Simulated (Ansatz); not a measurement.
Ansatz (a program for electronic structure) input (CCSD(T)/6-31G*):

Ansatz 0.2 input:
```yaml
crystal:
  periodic: [false, false, false]
  atoms:
    - {symbol: Si, position_ang: [0.06011780, -0.00041428, -0.12008584]}
    - {symbol: Cl, position_ang: [0.41115594, -1.60875126, 1.09264030]}
    - {symbol: Cl, position_ang: [0.26758489, 1.69131366, 1.00938054]}
    - {symbol: Cl, position_ang: [1.39456146, 0.01912092, -1.64687463]}
    - {symbol: O, position_ang: [-1.41285836, -0.08080807, -0.76659276]}
    - {symbol: C, position_ang: [-2.64698700, -0.11638217, -0.04849921]}
    - {symbol: H, position_ang: [-3.44654493, -0.16972482, -0.78403857]}
    - {symbol: H, position_ang: [-2.68948976, -0.99456929, 0.59821061]}
    - {symbol: H, position_ang: [-2.76696459, 0.78623524, 0.55328139]}
basis:
  gaussian:
    orbitals: 6-31G*
magnetization: {spin_polarized: false}
correlation: {method: ccsd_t, electrons: outside_noble_gas}
```

Output:

```
Functional definition: HF
integrals: 0.16 GiB planned
1024 factors; integrals over basis functions are off by at most 8.3e-4 eV
0.65 GiB of device memory are held for the factors and their scratch space
mean field: 0.67 GiB planned
mean field evaluation 1: about -48488.9671 eV, gradient 3.3e1 eV
mean field evaluation 2: about -48489.0522 eV, gradient 3.3e1 eV
mean field evaluation 4: about -48491.6038 eV, gradient 3.2e0 eV
mean field evaluation 8: about -48491.6355 eV, gradient 1.6e-4 eV
mean field evaluation 16: about -48491.6319 eV, gradient 1.1e0 eV
mean field -48491.63546156 eV, -1782.0347344013 hartree, gradient 2.0e-6 eV, S^2 0.000000; 0 other end points of the search recorded, 0 dependent functions left out
22 core orbitals not correlated
reference -48491.63546156 eV, -1782.0347344013 hartree; 19, 19 occupied and 71, 71 virtual orbitals, 1024 factors
second order -20.97420148 eV of doubles, -0.00000000 eV of singles
coupled cluster: 1.37 GiB planned
cycle   1  -21.86590048 eV  change   -8.9e-1 eV  update   9.8e-2
cycle   2  -22.33244770 eV  change   -4.7e-1 eV  update   2.7e-2
cycle   3  -22.43619525 eV  change   -1.0e-1 eV  update   1.3e-2
cycle   4  -22.43456148 eV  change    1.6e-3 eV  update   2.7e-3
cycle   5  -22.43353132 eV  change    1.0e-3 eV  update   1.1e-3
cycle   6  -22.43355139 eV  change   -2.0e-5 eV  update   3.1e-4
cycle   7  -22.43342924 eV  change    1.2e-4 eV  update   9.6e-5
cycle   8  -22.43342824 eV  change    9.9e-7 eV  update   2.8e-5
perturbative correction -0.57452946 eV, -0.0211135683 hartree
Total energy: -48514.64341927 eV, -1782.8802612517 hartree
```
